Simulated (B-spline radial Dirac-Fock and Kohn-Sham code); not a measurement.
X-ray form factors of platinum in several charge states

Model: configuration-average Dirac-Fock orbitals. Program: a radial atomic solver.

Configurations: Pt⁴⁶⁺ [Ar] 3d10 4s2 4p2; Pt⁴⁷⁺ [Ar] 3d10 4s2 4p1; Pt⁴⁸⁺ [Ar] 3d10 4s2. The first column is f₀ of Pt⁴⁶⁺, the others are differences from it.

| s (Å⁻¹) | Pt⁴⁶⁺ | Δ Pt⁴⁷⁺ | Δ Pt⁴⁸⁺ |
| --- | --- | --- | --- |
| 0 | 32.000 | -1.000 | -2.000 |
| 0.05 | 31.976 | -0.997 | -1.994 |
| 0.1 | 31.905 | -0.988 | -1.976 |
| 0.15 | 31.786 | -0.973 | -1.946 |
| 0.2 | 31.621 | -0.952 | -1.905 |
| 0.25 | 31.412 | -0.926 | -1.853 |
| 0.3 | 31.160 | -0.894 | -1.791 |
| 0.35 | 30.868 | -0.859 | -1.720 |
| 0.4 | 30.537 | -0.819 | -1.641 |
| 0.45 | 30.170 | -0.775 | -1.555 |
| 0.5 | 29.771 | -0.729 | -1.463 |
| 0.6 | 28.887 | -0.630 | -1.267 |
| 0.7 | 27.908 | -0.528 | -1.062 |
| 0.8 | 26.862 | -0.426 | -0.859 |
| 0.9 | 25.772 | -0.329 | -0.665 |
| 1 | 24.660 | -0.240 | -0.488 |
| 1.1 | 23.547 | -0.163 | -0.333 |
| 1.2 | 22.447 | -0.098 | -0.203 |
| 1.4 | 20.337 | -0.009 | -0.022 |
| 1.6 | 18.389 | +0.032 | +0.062 |

Values without a named source are computed, but for edge energies of neutral atoms, which are taken from tables.
